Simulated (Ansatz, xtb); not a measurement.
# Relative energy of two isomers of C2H6Cl2Si

Structure I: `C[Si](C)(Cl)Cl`, a singlet. Structure II: `C[Si@@H](Cl)CCl`, a singlet. Both are isolated molecules in the gas phase, relaxed with r2SCAN-D4/def2-SVP; each stands in its lowest conformer found.

Quicker runs give these differences E(II) − E(I): GFN2-xTB +119.2 kJ/mol; HF/STO-3G +169.5 kJ/mol (at GFN2-xTB geometries); r2SCAN-D4/def2-SVP//GFN2-xTB +184.5 kJ/mol.

Task: Estimate E(II) − E(I) at the level CCSD(T)/def2-SVP + ΔMP2/def2-TZVPP.

Result: Calculated at CCSD(T)/def2-SVP + ΔMP2/def2-TZVPP: E(II) − E(I) = +180.5 kJ/mol, so structure I lies lower.

Level by level:

```json
{"level": "GFN2-xTB", "geometry": "GFN2-xTB", "E(II) − E(I) (kJ/mol)": "+119.2", "departure from the last row (kJ/mol)": "−61.3", "job, with rough time for the two": "optimisation, 0.13 s"}
{"level": "HF/STO-3G", "geometry": "GFN2-xTB", "E(II) − E(I) (kJ/mol)": "+169.5", "departure from the last row (kJ/mol)": "−11.0", "job, with rough time for the two": "single point, 0.36 s"}
{"level": "r2SCAN-D4/def2-SVP//GFN2-xTB", "geometry": "GFN2-xTB", "E(II) − E(I) (kJ/mol)": "+184.5", "departure from the last row (kJ/mol)": "+4.0", "job, with rough time for the two": "single point, 2.6 s"}
{"level": "r2SCAN-D4/def2-SVP", "geometry": "r2SCAN-D4/def2-SVP", "E(II) − E(I) (kJ/mol)": "+185.4", "departure from the last row (kJ/mol)": "+4.9", "job, with rough time for the two": "optimisation, 18 s"}
{"level": "HF/def2-SVP", "geometry": "r2SCAN-D4/def2-SVP", "E(II) − E(I) (kJ/mol)": "+184.5", "departure from the last row (kJ/mol)": "+4.0", "job, with rough time for the two": "part of the CCSD(T) run"}
{"level": "MP2/def2-SVP", "geometry": "r2SCAN-D4/def2-SVP", "E(II) − E(I) (kJ/mol)": "+186.7", "departure from the last row (kJ/mol)": "+6.2", "job, with rough time for the two": "part of the CCSD(T) run"}
{"level": "CCSD(T)/def2-SVP", "geometry": "r2SCAN-D4/def2-SVP", "E(II) − E(I) (kJ/mol)": "+178.1", "departure from the last row (kJ/mol)": "−2.3", "job, with rough time for the two": "single point"}
{"level": "CCSD(T)/def2-SVP + ΔMP2/def2-TZVPP", "geometry": "r2SCAN-D4/def2-SVP", "E(II) − E(I) (kJ/mol)": "+180.5", "departure from the last row (kJ/mol)": "", "job, with rough time for the two": "single point, 26 s"}
```

As drawn, II has 1 C–Cl, 1 Si–H in place of 1 Cl–Si, 1 C–H.

The levels shown agree on the order. The largest departure from CCSD(T)/def2-SVP + ΔMP2/def2-TZVPP is that of GFN2-xTB, 61.3 kJ/mol. The last row adds to CCSD(T) the change of the MP2 difference between the two basis sets, here +2.3 kJ/mol.

With thermal terms from frequencies at re-optimised GFN2-xTB minima (ideal gas, soft modes damped towards free rotors, one conformer each, 298.15 K, 1 atm): the zero-point term adds −7.0 kJ/mol; ΔH is +172.5 and ΔG +172.1 kJ/mol.

The correlated steps freeze 17 core orbitals. Mirror images aren't counted in ΔG. Programs: Ansatz 0.2.0, xtb 6.7.1; the last row on 2 threads of Intel(R) Xeon(R) 6975P-C (Granite Rapids) on a shared host.
